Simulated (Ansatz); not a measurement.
A nudged elastic band was laid between two geometries of a periodic cell of 17 atoms, CuSi16 (host Si, host structure diamond, interstitial Cu), cell charge +1.

These are results of Ansatz, DFT PBE-D3(BJ), scalar-relativistic, plane waves, PAW, not measurements. Settings: PAW set soft_1, cutoff 420 eV, k mesh 2x2x2, gaussian smearing 0.02 eV, no spin polarisation.

```json
{
  "movable images": "5",
  "climbing image": "yes",
  "spring": "5.0 eV/Å²",
  "optimiser": "fire",
  "start path": "straight line",
  "force threshold": "0.03 eV/Å",
  "iteration limit": "41",
  "end points": "relaxed"
}
```

First end point:

```xyz
17
Lattice="0.0000 5.4300 5.4300 5.4300 0.0000 5.4300 5.4300 5.4300 0.0000" Properties=species:S:1:pos:R:3
Si 0.065 -0.149 -0.150
Si 1.236 1.283 1.280
Si 2.640 2.754 -0.013
Si 4.111 4.165 1.344
Si 2.640 -0.012 2.751
Si 4.112 1.345 4.164
Si 5.446 2.789 2.787
Si 6.704 4.192 4.190
Si -0.033 2.680 2.677
Si 1.481 3.972 3.968
Si 2.741 5.499 2.700
Si 4.042 6.853 4.109
Si 2.742 2.703 5.495
Si 4.043 4.112 6.849
Si 5.347 5.530 5.526
Si 6.761 6.854 6.851
Cu 2.970 2.401 2.402
```

Last end point:

```xyz
17
Lattice="0.0000 5.4300 5.4300 5.4300 0.0000 5.4300 5.4300 5.4300 0.0000" Properties=species:S:1:pos:R:3
Si 0.033 0.061 -0.057
Si 1.314 1.362 1.404
Si 2.715 2.775 0.002
Si 4.138 4.120 1.315
Si 2.775 0.060 2.684
Si 4.126 1.411 4.021
Si 5.478 2.763 2.669
Si 6.833 4.118 4.008
Si -0.141 2.574 2.860
Si 1.315 4.030 4.073
Si 2.717 5.433 2.662
Si 3.945 6.660 4.207
Si 2.776 2.748 5.373
Si 4.077 4.029 6.834
Si 5.490 5.430 5.432
Si 6.835 6.854 6.745
Cu 1.203 3.918 1.521
```

Problem. Which bonds break or form, and what moves?

Solution. Contacts lost: Si5–Cu17, Si6–Cu17, Si7–Cu17. Contacts made: Si14–Cu17, Si15–Cu17. The atom that moves furthest is Cu17, by 2.49 Å.

Problem. What energy profile does the band end with?

Solution. It converged. The highest image is number 3 of 0 to 6, 0.042 eV above the first end and 0.036 eV above the last; the last end lies 0.006 eV above the first. Beside the main top the profile has a ripple of under 15 meV (maxima at images 1, 3), which may be a very shallow well or noise. By the program's own check the climbing image is of a kind that is not told: the force calls were inconclusive, a negative curvature could not be distinguished from the path's own, the only one lies far off the path, or fixed occupations may fill a level only in part (lowest curvatures found: -0.45 and 0.83 eV/Å²). Limits of this set-up: charged cell in a uniform background, uncorrected.

```csv
image,path coordinate (Å),energy (eV),Si5–Cu17 (Å),Si6–Cu17 (Å),Si7–Cu17 (Å)
0,0.00,0.000,2.46,2.35,2.54
1,0.59,0.011,2.63,2.43,2.88
2,1.18,0.000,3.06,2.70,3.12
3,1.77,0.042,3.49,3.27,3.49
4,2.21,0.012,3.82,3.75,3.84
5,2.66,0.004,4.11,4.22,4.19
6,3.11,0.006,4.32,4.59,4.57
```

Problem. What is the geometry of the highest image?

Solution. 
```xyz
17
Lattice="0.0000 5.4300 5.4300 5.4300 0.0000 5.4300 5.4300 5.4300 0.0000" Properties=species:S:1:pos:R:3:forces:R:3
Si -0.126 0.128 -0.167 0.01 -0.01 -0.01
Si 1.277 1.271 1.312 0.00 0.00 0.00
Si 2.755 2.672 -0.065 0.00 0.00 0.00
Si 4.156 4.154 1.307 0.00 0.00 0.01
Si 2.681 -0.007 2.661 -0.01 0.00 0.00
Si 3.938 1.493 3.954 0.00 0.00 0.00
Si 5.435 2.752 2.658 0.00 0.00 0.00
Si 6.831 4.028 4.040 0.01 0.00 0.00
Si -0.085 2.626 2.765 0.00 0.00 -0.01
Si 1.307 4.119 4.134 0.00 0.01 0.00
Si 2.797 5.512 2.761 0.00 0.00 0.00
Si 4.192 6.661 4.243 0.00 0.01 0.00
Si 2.666 2.763 5.455 0.00 0.00 0.00
Si 4.069 4.027 6.842 0.00 0.01 0.00
Si 5.562 5.294 5.547 0.00 0.00 0.00
Si 6.829 6.791 6.840 0.00 0.00 0.00
Cu 2.055 3.373 2.057 0.02 -0.02 0.01
```

Run time: 24 min on 1 thread of Arm Neoverse V2, on a shared host, peak memory 0.91 GiB.
